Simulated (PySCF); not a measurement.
**Gas-phase XPS of `[CH3][Ge@H]([PH2])[Br]`, computed**

Compound: CH6BrGeP.
Cartesian coordinates in Å at the PBE0-D3(BJ)/def2-SVP level; atoms count from 1:
```
atom  x, y, z in Å
C1    -1.4851   -0.4527    0.4506
Ge2    0.0285    0.4832   -0.3286
P3     2.0448   -0.3892    0.4240
Br4    0.0017    2.6641    0.4734
H5    -1.3946   -0.4555    1.5457
H6    -1.5071   -1.4922    0.0896
H7    -2.4226    0.0464    0.1679
H8    -0.0795    0.6006   -1.8617
H9     2.0240   -1.4631   -0.5236
H10    2.8101    0.4597   -0.4325
```

Level of theory: PySCF, delta-SCF UKS SCAN, pcX-2 on the ionised atom, pcseg-1 elsewhere, spin-free X2C. Binding energies are ΔSCF values: E(core-ionised, relaxed orbitals) − E(ground state) at a fixed geometry, referred to the vacuum level.

**Question.** List the computed XPS lines with their assignment.

**Answer.** 
```tsv
atom(s)	bonded to	level	binding energy (eV)	2p1/2 (eV)	count
P3	2 H and Ge	P 1s	2149.98	–	1
C1	3 H and Ge	C 1s	290.59	–	1
P3	2 H and Ge	P 2p3/2	136.46	137.35	1
```

**Question.** Which photon energy gives electrons from C 1s of C1 a kinetic energy of 200 eV, and what is their de Broglie wavelength?

**Answer.** hν = 290.59 + 200 = 490.59 eV, recoil neglected; λ = 12.264 Å/√(E/eV) = 0.87 Å.

**Question.** What is the longest wavelength that can ionise C 1s of C1 vertically?

**Answer.** λ = hc/E = 12398.42 eV Å / 290.59 eV = 42.666 Å.

The 2p values add to the ΔSCF energy of one spin-free hole a correction within the shell (spin–orbit coupling, ligand field). 2p1/2 minus 2p3/2 (ligand field included): P 0.89 eV. No level of bromine or germanium is listed. The structure is a single PBE0-D3(BJ)/def2-SVP conformer in the gas phase; no vibrational or solvent corrections.
